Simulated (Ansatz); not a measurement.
Consider the β-hydride elimination: `C[CH2][InH2]` → `[InH3]` + ethylene.

Computed with Ansatz on PBE0-D4/def2-TZVP structures; ΔE is electronic, products minus reactants. CCSD(T)/CBS is the MP2 limit (def2-TZVPP, def2-QZVPP) plus CCSD(T) − MP2 in def2-TZVPP, frozen cores. This one scheme is used for every species. DFT in def2-TZVPP. Elements past krypton have def2 core potentials. For In outer-core shells are correlated without core-valence functions, which leaves a few kJ/mol of doubt a bond.

`C[CH2][InH2]`:

```xyz
10

C     0.036   -1.364    0.205
C    -0.208   -0.135   -0.660
In    0.132    1.770    0.311
H    -0.152   -2.293   -0.344
H    -0.609   -1.375    1.087
H     1.067   -1.407    0.568
H    -1.237   -0.118   -1.036
H     0.426   -0.151   -1.553
H    -0.105    3.257   -0.544
H     0.650    1.815    1.966
```

`[InH3]`:

Z-matrix (Å, degrees):
```
In
H 1 1.724
H 1 1.724 2 120.0
H 1 1.724 2 120.0 3 -180.0
```

`C=C`:

Cartesian coordinates in Å:
```
C 0.118 -0.453 0.467
C -0.118 0.453 -0.467
H -0.248 -0.334 1.481
H 0.689 -1.351 0.258
H 0.248 0.334 -1.481
H -0.689 1.351 -0.258
```

| level | ΔE (kcal/mol) |
| --- | --- |
| PBE-D4 | 29.5 |
| BLYP-D4 | 23.7 |
| CAM-B3LYP-D4 | 26.8 |
| PBE | 27.8 |
| r2SCAN0 | 29.9 |
| CCSD/def2-SVP | 26.1 |
| HF/def2-TZVPP | 18.9 |
| MP2/CBS(def2) | 32.5 |

What does CCSD(T)/CBS give? (Best estimate.)

Computed: +28.6 kcal/mol. The listed levels differ from it by 0.9, -4.9, -1.8, -0.8, 1.3, -2.5, -9.7, 3.9 kcal/mol.

What do rigid-rotor, harmonic-oscillator terms from PBE0-D4/def2-TZVP frequencies (298.15 K, 1 bar) make of the CCSD(T)/CBS value? (An estimate is asked.)

The calculation gave: ΔZPE = -4.9 kcal/mol, ΔH = +24.5 kcal/mol, ΔS = 119 J/(mol·K), ΔG = +16.0 kcal/mol.

Largest T1 diagnostic among the species: 0.014.

The D4 term adds +2.7 kcal/mol with B3LYP and +1.4 kcal/mol with PBE0; it sums over pairs of atoms, weighted by their polarisabilities, and B3LYP, whose exchange is more repulsive, gets the larger term. From BLYP to BHLYP (50 % exact exchange), in def2-TZVPP and without D4, ΔE moves by +4.4 kcal/mol. At CCSD(T), def2-SVP lies −2.5 kcal/mol from the extrapolated value and def2-TZVPP −1.1 kcal/mol.

B3LYP here is the variant with VWN-RPA as its local correlation; programs differ in this.
